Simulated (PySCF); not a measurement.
FH4NO2Si, SMILES O[Si](N)(F)O. Atoms are numbered in the order given.

```xyz
9

N     -1.6265    -0.4236     0.2548
Si     0.0053    -0.0121    -0.0114
O      0.2193     1.2196    -1.0913
O      0.9082    -1.2644    -0.5828
F      0.5497     0.4551     1.4457
H     -1.9193    -0.6901     1.1892
H     -2.1624    -0.9092    -0.4567
H     -0.2952     2.0193    -0.9311
H      1.7210    -1.0244    -1.0440
```
Charge 0, spin multiplicity 1.

Coordinates come from a B3LYP-D3(BJ)/def2-SVP optimisation. This is a generated structure with no PubChem entry under its InChIKey; it may be hypothetical. The values are those of a single conformer.

The numbers are results of B3LYP/pcSseg-1 (PySCF), not measurements.

GIAO shieldings, no solvent; atoms listed in one row are averaged. δ = σ(ref) − σ: ¹⁵N against NH3 (σ = 265.5 ppm); ²⁹Si against TMS (σ = 338.7 ppm); ¹⁷O against H2O (σ = 333.8 ppm); ¹⁹F against CFCl3 (σ = 161.7 ppm); ¹H against TMS (σ = 31.68 ppm), references at their B3LYP-D3(BJ)/def2-TZVP geometries, non-relativistic.

Computed chemical shifts:
| nucleus | atoms | count | δ (ppm) |
|---|---|---|---|
| ¹⁵N | N1 | 1 | 19.7 |
| ²⁹Si | Si2 | 1 | -62.4 |
| ¹⁷O | O3 | 1 | 56.9 |
| ¹⁷O | O4 | 1 | 50.3 |
| ¹⁹F | F5 | 1 | -161.5 |
| ¹H | H9 | 1 | 2.39 |
| ¹H | H8 | 1 | 2.13 |
| ¹H | H6 | 1 | 1.07 |
| ¹H | H7 | 1 | 0.78 |
